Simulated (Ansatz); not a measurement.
```yaml
crystal:
  periodic: [false, false, false]
  atoms:
    - {symbol: C, position_ang: [-1.084980, 0.634830, -0.744410]}
    - {symbol: N, position_ang: [0.117000, 1.188584, 0.138122]}
    - {symbol: C, position_ang: [0.888159, -0.382224, 0.589883]}
    - {symbol: Se, position_ang: [-0.797734, -1.723351, -0.682200]}
    - {symbol: H, position_ang: [-2.037939, 1.370792, -1.373929]}
    - {symbol: H, position_ang: [0.846384, -0.641469, 1.926191]}
    - {symbol: H, position_ang: [2.145735, -0.532162, 0.089220]}
basis:
  gaussian: {orbitals: def2-TZVP, final_grid: {core_spheres: 8, valence_spheres: 7, degree: 23}}
hamiltonian: {xc: {name: SVWN5}}
accuracy: high
scf: {lower_state_search: full}
```

```sh
$ ansatz run in.yaml --threads 2 --pin off --events-out ev --progress --plain --max-ram 4352MiB
```

Output, abridged:

```
Functional definition: SVWN5
2765 factors; integrals over basis functions are off by at most 4.5e-9 eV
mean field evaluation 1: about -68815.0201 eV, gradient 7.8e1 eV
mean field evaluation 2: about -68815.0140 eV, gradient 7.8e1 eV
mean field evaluation 4: about -68819.8054 eV, gradient 5.9e1 eV
mean field evaluation 8: about -68830.8364 eV, gradient 6.1e0 eV
mean field evaluation 16: about -68830.9472 eV, gradient 1.5e-2 eV
mean field -68830.94715667 eV, -2529.4906527160 hartree, gradient 5.0e-8 eV, S^2 0.000000; 0 other end points of the search recorded, 0 dependent functions left out
reference -68830.94716041 eV, -2529.4906528534 hartree; 28, 28 occupied and 131, 131 virtual orbitals, 2765 factors
Total energy: -68830.94716041 eV, -2529.4906528534 hartree
```

It took 4.3 s on 2 threads of an Arm Neoverse V2 on a shared host, with 0.54 GiB of host memory at the peak.
